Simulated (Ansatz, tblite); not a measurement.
Cost and result up the ladder for Zn7S7 (14 atoms). The state is a singlet with charge 0. Geometry: r2SCAN-D4/def2-SVP.

```xyz
14

Zn   -0.494    2.182   -1.122
Zn    1.115   -2.488   -0.369
Zn    2.147   -0.109   -0.025
Zn    0.055   -1.114    2.030
Zn   -0.621    1.557    1.735
Zn    0.025   -0.674   -2.130
Zn   -2.198    0.255   -0.693
S     2.172   -1.886    1.544
S     1.305    1.967    0.276
S    -2.331    2.288    0.336
S     2.156   -1.354   -2.086
S    -1.151   -1.760   -0.134
S    -1.376    0.889   -2.853
S    -0.803    0.249    3.490
```

Ansatz on 2 threads of AMD EPYC 7R13 on a shared host and a share (18 GiB) of an NVIDIA H100 80GB HBM3; xTB runs through tblite on one thread. Times are rough, summed over both states, and most runs start from the orbitals of an earlier one. PBE0-D4/def2-TZVP serves as the yardstick here, not as an exact answer. The other state is a triplet.

The xTB rows come from tblite. Single mean-field runs in def2-TZVP are fitted with def2-universal-jkfit.

xTB has no spin-polarisation term.

```
                         level  functions  wall time  vertical triplet (eV)  difference from PBE0-D4/def2-TZVP (eV)
                      GFN1-xTB         91    0.085 s                   2.92                                    0.10
                      GFN2-xTB         91     0.12 s                   2.48                                   -0.33
PBE-D4/def2-TZVP (with forces)        595       17 s                   2.24                                   -0.57
             PBE0-D4/def2-TZVP        595       18 s                   2.82                                    0.00
```
